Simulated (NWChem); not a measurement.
# C2H4ClFSi; SMILES C=C[SiH](F)Cl

```xyz
9

Si     0.3454    -0.0097     0.3267
F      1.8413    -0.3084    -0.2200
Cl    -0.7650    -1.6959    -0.0699
C     -0.3764     1.4517    -0.5396
C     -0.7164     2.5570     0.1344
H      0.4217     0.2011     1.7922
H     -0.5384     1.4145    -1.6241
H     -0.5778     2.6410     1.2189
H     -1.1509     3.4319    -0.3615
```
Atoms are numbered in this order, from 1.

All runs: NWChem. Pople sets run with spherical d functions. Medium grid unless said otherwise, to which SCAN and Minnesota functionals are sensitive. Coordinates come from a PBE0/def2-SVP optimisation. Hybrids' shares of exact exchange are those that their runs print; pure functionals count as 0. The functionals differ in more than this share.

```
row               share of exact exchange  orbital gap (eV)
----------------  -----------------------  ----------------
PBE/6-31G*                           0.00              5.38
revPBE/6-31G*                        0.00              5.41
TPSSh/6-31G*                         0.10          withheld
B3LYP/6-31G*                         0.20              7.12
B97-2/6-31G*                         0.21              7.27
MN15/6-31G*                          0.44              8.90
BHandHLYP/6-31G*                     0.50              9.73
```

Fit a straight line of the last column on the one before it, predict the withheld value, and compare with the run.


1. Means of the 6 shown rows: x = 0.225, y = 7.302. Slope Σ(x − x̄)(y − ȳ)/Σ(x − x̄)² = 1.874/0.2240 = 8.370; intercept 5.418.
2. The shown rows scatter about the line by 0.106 (root mean square); the largest residual is -0.20, at MN15/6-31G*.
3. At x = 0.10 (TPSSh/6-31G*; inside the shown range) the line gives 6.26.
4. The run gives 6.45, +0.19 from the line, 1.8 times the scatter.
